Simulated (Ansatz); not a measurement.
Abridged output of a molecular run in Ansatz:

```
Functional definition: HF
1080 factors; integrals over basis functions are off by at most 1.2e-3 eV
mean field evaluation 1: about -29185.4085 eV, gradient 3.5e1 eV
mean field evaluation 2: about -29185.4505 eV, gradient 3.5e1 eV
mean field evaluation 4: about -29188.8261 eV, gradient 3.5e0 eV
mean field evaluation 8: about -29188.8845 eV, gradient 1.8e-1 eV
mean field -29188.88478160 eV, -1072.6717307872 hartree, gradient 1.3e-6 eV, S^2 0.000000; 0 other end points of the search recorded, 0 dependent functions left out
17 core orbitals not correlated: weight in the atoms' cores, before any rotation towards them, 1.000 or more for the frozen orbitals, at most 0.000 for the correlated occupied ones
reference -29188.88478160 eV, -1072.6717307872 hartree; 14, 14 occupied and 81, 81 virtual orbitals, 1080 factors
second order -14.81843205 eV of doubles, -0.00000000 eV of singles
cycle   1  -15.97491520 eV  change    -1.2e0 eV  update   1.0e-1
cycle   2  -16.48204050 eV  change   -5.1e-1 eV  update   3.2e-2
cycle   3  -16.57900750 eV  change   -9.7e-2 eV  update   1.7e-2
cycle   4  -16.57116097 eV  change    7.8e-3 eV  update   5.4e-3
cycle   5  -16.57003274 eV  change    1.1e-3 eV  update   2.2e-3
cycle   6  -16.57008050 eV  change   -4.8e-5 eV  update   7.1e-4
cycle   7  -16.56995362 eV  change    1.3e-4 eV  update   2.4e-4
cycle   8  -16.57000473 eV  change   -5.1e-5 eV  update   8.7e-5
cycle   9  -16.57002386 eV  change   -1.9e-5 eV  update   3.6e-5
cycle  10  -16.57000630 eV  change    1.8e-5 eV  update   2.0e-5
perturbative correction -0.44234562 eV, -0.0162559018 hartree
Total energy: -29205.89713353 eV, -1073.2969231890 hartree
```

Its atoms:

Cartesian coordinates in Å:
```
Si -1.502 -0.763 0.400
N -0.681 0.673 0.883
Al 0.947 1.149 0.317
B 1.854 -0.188 -1.072
Cl 1.707 0.152 -2.787
H -2.768 -0.495 -0.338
H -0.567 -1.488 -0.508
H -1.837 -1.653 1.548
H -1.177 1.280 1.522
H 1.547 2.513 0.867
H 2.476 -1.181 -0.831
```

Q: Which basis set was used?
A. def2-TZVPPD
B. def2-TZVPP
C. def2-QZVPP
D. def2-SVP

A: D. It gives 112 functions.

Q: Write the keys of the input that set method, charge and spin (a neutral closed shell needs none for the last two).

A: 
```yaml
correlation: {method: ccsd_t}
```
